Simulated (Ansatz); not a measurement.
The cluster Sb5⁺, relaxed as a singlet with RKS PBE0-D4/def2-SVP in Ansatz, starting from the GFN1-xTB geometry. Force threshold 0.02 eV/Å.

In the def2 sets Sb takes a core potential; there is no spin–orbit coupling. The structure comes from a short search, and lower isomers may exist.

Start:

Cartesian coordinates in Å:
```
Sb -1.114 1.557 -2.167
Sb 1.020 -1.459 0.279
Sb -0.931 0.485 0.353
Sb 0.257 2.867 -0.317
Sb 0.768 -3.449 1.851
```

```csv
step,energy (eV),largest force component (eV/Å),SCF passes
1,-32684.8746,1.336,19
2,-32684.9827,0.795,30
3,-32685.0578,0.134,28
4,-32685.0666,0.140,27
5,-32685.0703,0.111,25
6,-32685.0743,0.087,25
7,-32685.0895,0.239,28
8,-32685.1307,0.248,27
9,-32685.1961,0.228,28
10,-32685.2544,0.292,30
11,-32685.3387,0.385,31
12,-32685.5343,0.923,31
13,-32686.0433,1.265,34
14,-32686.6952,0.646,32
15,-32686.9726,0.684,28
16,-32687.1502,0.561,27
17,-32687.3735,0.477,27
18,-32687.4492,0.389,26
19,-32687.4655,0.224,22
20,-32687.4710,0.107,22
21,-32687.4717,0.015,23
```

Force components are those of the run's own axes.

End:

```
atom   x (Å)   y (Å)   z (Å)
 Sb1  -0.816  -0.037  -1.549
 Sb2   1.902  -0.534  -0.495
 Sb3  -1.494   0.553   1.268
 Sb4   0.666   1.920   0.100
 Sb5  -0.258  -1.902   0.676
```

Bonds lost: Sb2–Sb3 (atoms count from 1). Bonds formed: Sb1–Sb2, Sb1–Sb5, Sb2–Sb4, Sb3–Sb5 (atoms count from 1). The end is the same structure that another start reached, the lowest one found.

No frequencies were taken in this run, so the end may be a saddle point.

Hardware: 4 threads of AMD EPYC 7R43 on a shared host. Wall time 1.9 min.
